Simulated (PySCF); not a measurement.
TiOF, SMILES [O]=[Ti][F] (connectivity only; charge and spin as stated), neutral, multiplicity 2. Atoms are numbered in the order given.

```xyz
3

Ti     0.3410     0.1088     0.0000
O     -0.5180     1.4757     0.0000
F     -0.3731    -1.5778     0.0000
```
Charge 0, spin multiplicity 2.

Geometry: PBE0-D3(BJ)/def2-TZVP. The multiplicity is an assumed one; other spin states were not compared.

Level of theory: TDA-PBE/def2-TZVPD in PySCF.

Vertical excitations. The molecule is in vacuum.

| state | energy (eV) | λ (nm) | f | main pairs |
|---|---|---|---|---|
| root 1 | 0.42 | 2922 | 0.002 | α HOMO→LUMO+1 100 % |
| root 2 | 0.83 | 1497 | 0.006 | α HOMO→LUMO 98 % |
| root 3 | 2.12 | 585 | 0.017 | α HOMO→LUMO+2 99 % |
| root 4 | 2.83 | 438 | 0.011 | α HOMO→LUMO+3 99 % |
| root 5 | 3.66 | 339 | 0.002 | α HOMO−1→LUMO 86 %, β HOMO→LUMO 10 % |
| root 6 | 3.71 | 334 | 0.002 | α HOMO−1→LUMO+1 92 %, β HOMO→LUMO+1 5 % |
| root 7 | 3.77 | 329 | 0.032 | α HOMO→LUMO+4 94 % |
| root 8 | 3.79 | 327 | 0.143 | α HOMO→LUMO+5 94 % |
| root 9 | 4.01 | 309 | 0.005 | α HOMO−2→LUMO 54 %, α HOMO−3→LUMO+1 38 % |
| root 10 | 4.02 | 308 | 0.000 | α HOMO−3→LUMO 88 %, β HOMO−2→LUMO 7 % |
Unrestricted roots are not spin-pure.
